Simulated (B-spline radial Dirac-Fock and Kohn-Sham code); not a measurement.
**Satellites and hypersatellites of the K lines of Sn⁺**

System: tin as Sn⁺, 1s2 2s2 2p6 3s2 3p6 3d10 4s2 4p6 4d10 5s2 5p1.

Calculated with a B-spline atomic structure program, using Dirac-Fock ΔSCF + Breit + QED. Each two-hole energy is an average over J within one jj subconfiguration, not an observable level; in light atoms, where LS coupling holds, the j-resolved values are not observed lines, and for a K spectator the Kα1 hypersatellite is nearly forbidden. No correlation.

Lines without a spectator: Kα2 (K-L2) 25042.0 eV, Kα1 (K-L3) 25269.6 eV, Kβ3 (K-M2) 28439.6 eV, Kβ1 (K-M3) 28482.2 eV. Shifts in eV with one spectator hole (a dash: not computed, or left out as unreliable):

| spectator hole | Kα2 | Kα1 | Kβ3 | Kβ1 |
| --- | --- | --- | --- | --- |
| K (1s) | +576.6 | +595.0 | +735.6 | +739.5 |
| L2 (2p1/2) | +63.7 | +80.4 | – | +169.7 |
| L3 (2p3/2) | +62.0 | +62.3 | +149.9 | – |
| M2 (3p1/2) | – | +9.29 | +20.67 | +25.13 |
| M3 (3p3/2) | +6.82 | – | +21.23 | +20.68 |
| M4 (3d3/2) | +1.23 | -1.43 | – | – |
| M5 (3d5/2) | -1.91 | +0.04 | – | – |
